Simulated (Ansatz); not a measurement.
Consider the redistribution: `[NH2][SnH2][SiH2]O` + `O[Si](F)(Cl)Cl` → `[NH2][SnH2][OH]` + `O[SiH2][Si](F)(Cl)Cl`.

Gas-phase electronic energies from Ansatz, PBE0-D4/def2-TZVP geometries. CCSD(T)/CBS is the MP2 limit (def2-TZVPP, def2-QZVPP) plus CCSD(T) − MP2 in def2-TZVPP, frozen cores. Functionals use def2-TZVPP. def2 core potentials past Kr. For Sn outer-core shells are correlated without core-valence functions, which leaves a few kJ/mol of doubt a bond. One conformer a species, not always the lowest.

`[NH2][SnH2][SiH2]O`:

Z-matrix (Å, degrees):
```
Sn
Si 1 2.573
N 1 2.081 2 90.1
H 1 1.711 2 120.1 3 110.1
H 1 1.711 2 120.0 3 -109.9
O 2 1.639 1 97.5 3 0.3
H 2 1.487 1 113.4 3 118.5
H 2 1.487 1 113.3 3 -117.9
H 3 1.013 1 113.0 2 -119.7
H 3 1.013 1 113.0 2 118.8
H 6 0.986 2 111.0 1 -0.2
```

`O[Si](F)(Cl)Cl`:

Cartesian coordinates in Å:
```
O 0.173 -1.131 0.670
Si 0.096 0.207 -0.226
F -0.501 -0.097 -1.655
Cl -1.104 1.605 0.619
Cl 1.971 0.898 -0.458
H -0.635 -1.482 1.050
```

`[NH2][SnH2][OH]`:

Cartesian coordinates in Å:
```
N -1.435 0.451 -0.276
Sn 0.531 0.036 -0.215
O 0.905 -0.252 1.694
H -1.701 1.146 -0.960
H -2.053 -0.343 -0.361
H 1.361 1.431 -0.729
H 0.981 -1.417 -1.008
H 1.411 -1.051 1.855
```

`O[SiH2][Si](F)(Cl)Cl`:

Z-matrix (Å, degrees):
```
Si
Si 1 2.336
O 1 1.645 2 106.4
H 1 1.489 2 108.8 3 -121.5
H 1 1.488 2 108.0 3 121.2
Cl 2 2.042 1 108.6 3 -178.3
F 2 1.588 1 112.3 3 63.4
Cl 2 2.036 1 112.4 3 -57.6
H 3 0.958 1 118.9 2 179.6
```

```csv
species,r2SCAN energy (Eh)
`[NH2][SnH2][SiH2]O`,-638.07351
`O[Si](F)(Cl)Cl`,-1385.75750
`[NH2][SnH2][OH]`,-347.36153
`O[SiH2][Si](F)(Cl)Cl`,-1676.41949
```

Q: Work out ΔE.

A: ΔE = (-347.36153) + (-1676.41949) − (-638.07351) − (-1385.75750) = 0.04999 Eh = +31.4 kcal/mol. CCSD(T)/CBS gives +29.9 kcal/mol.

Largest T1 diagnostic among the species: 0.013.

From PBE to PBE0 (25 % exact exchange), in def2-TZVPP and without D4, ΔE moves by +1.4 kcal/mol. In def2-TZVPP, CCSD(T) changes the Hartree–Fock value by +2.9 kcal/mol (the triples alone add +0.2 kcal/mol) and MP2 by +4.1 kcal/mol.
